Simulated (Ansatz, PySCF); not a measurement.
CH7GeNOSi, SMILES [OH][Ge@@H]1[CH2]N[SiH2]1. Atoms are numbered in the order given.

```xyz
12

O      1.8062    -0.2469    -1.2685
Ge     0.7297    -0.1502     0.1564
C     -0.7783    -1.4228    -0.0781
N     -1.8445    -0.4330     0.0445
Si    -1.2350     1.2007     0.0934
H      2.6004     0.2890    -1.1750
H      1.5932    -0.3091     1.4297
H     -0.8214    -2.2137     0.6924
H     -0.7193    -1.9096    -1.0692
H     -2.8033    -0.7539    -0.0326
H     -1.4857     2.0527    -1.1171
H     -1.6831     2.0085     1.2757
```
Charge 0, spin multiplicity 1.

The structure is a stationary point at PBE0-D3(BJ)/def2-SVP. The structure was generated by enumeration; whether it is a known compound was not checked. Other conformers were not sampled.

Two levels are set side by side: PBE-D3(BJ)/def2-SVP (Ansatz, a first-principles code) and PBE0-D3(BJ)/def2-SVP (Ansatz). Each level has its own optimised geometry; the coordinates shown are those of the second. Frequencies come from the Hessian of PySCF at each geometry. Differences are taken from unrounded values.

```csv
quantity,PBE0-D3(BJ)
mean bond length (Å),1.508
bond O1–Ge2 (Å),1.788
bond Ge2–C3 (Å),1.987
bond Ge2–Si5 (Å),2.385
bond C3–N4 (Å),1.460
bond N4–Si5 (Å),1.744
bond O1–H6 (Å),0.963
bond Ge2–H7 (Å),1.547
bond C3–H8 (Å),1.105
bond C3–H9 (Å),1.106
bond N4–H10 (Å),1.014
bond Si5–H11 (Å),1.501
bond Si5–H12 (Å),1.500
highest harmonic wavenumber (cm⁻¹),3913
mean harmonic wavenumber (cm⁻¹),1206
zero-point energy (kcal/mol),51.71
```

Q: What does PBE-D3(BJ) give, and how far is it from PBE0-D3(BJ)? (The exact figures need the calculation; the answer reports its results.)

A: 
| quantity | PBE-D3(BJ) | PBE-D3(BJ) minus PBE0-D3(BJ) |
|---|---|---|
| mean bond length (Å) | 1.522 | 0.013 |
| bond O1–Ge2 (Å) | 1.811 | 0.023 |
| bond Ge2–C3 (Å) | 2.005 | 0.018 |
| bond Ge2–Si5 (Å) | 2.404 | 0.019 |
| bond C3–N4 (Å) | 1.468 | 0.008 |
| bond N4–Si5 (Å) | 1.758 | 0.013 |
| bond O1–H6 (Å) | 0.975 | 0.012 |
| bond Ge2–H7 (Å) | 1.562 | 0.016 |
| bond C3–H8 (Å) | 1.114 | 0.009 |
| bond C3–H9 (Å) | 1.115 | 0.009 |
| bond N4–H10 (Å) | 1.023 | 0.009 |
| bond Si5–H11 (Å) | 1.515 | 0.013 |
| bond Si5–H12 (Å) | 1.512 | 0.012 |
| highest harmonic wavenumber (cm⁻¹) | 3735 | -178 |
| mean harmonic wavenumber (cm⁻¹) | 1159 | -47 |
| zero-point energy (kcal/mol) | 49.70 | -2.01 |

GGA bonds tend to be longer and softer than those of functionals with exact exchange. Differences between two approximate levels are no errors against the true value.
